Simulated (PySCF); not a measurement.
**S (sulfur, neutral) across methods**

[Ne] 3s1 3p5, high-spin 3P determinant (an excited configuration). Calculation: PySCF 2.14, in x2c-TZVPPall with one added diffuse shell each of s, p, d type (6s6p4d1f, 51 functions); the spin-free X2C one-electron Hamiltonian (Gaussian nucleus).

| method | E (hartree) | mean ε 3s α (eV) | mean ε 3p α (eV) | mean ε 3p β (eV) | Σ⟨r²⟩ (bohr²) | ⟨S²⟩ |
| --- | --- | --- | --- | --- | --- | --- |
| B3LYP | -398.8426 | -20.887 | -9.477 | -7.410 | 30.32 | 2.009 |
| r2SCAN | -398.7973 | -20.038 | -8.878 | -6.671 | 30.15 | 2.014 |
| PBE | -398.6629 | -18.896 | -8.350 | -6.601 | 30.22 | 2.006 |
| PBE0 | -398.6793 | -21.472 | -9.853 | -7.528 | 30.16 | 2.009 |
| PW91 | -398.8243 | -18.928 | -8.383 | -6.641 | 30.19 | 2.006 |
| LDA | -397.4358 | -18.858 | -8.397 | -6.680 | 30.33 | 2.006 |
| M06-2X | -398.8126 | -23.217 | -11.066 | -8.457 | 30.38 | 2.013 |
| TPSSh | -398.8379 | -20.304 | -9.092 | -6.963 | 30.08 | 2.008 |

(1) Estimate the same row for UHF.

Results:

(1) E (hartree) = -398.15917; mean ε 3s α (eV) = -28.712; mean ε 3p α (eV) = -13.858; mean ε 3p β (eV) = -9.060; Σ⟨r²⟩ (bohr²) = 31.05; ⟨S²⟩ = 2.042.
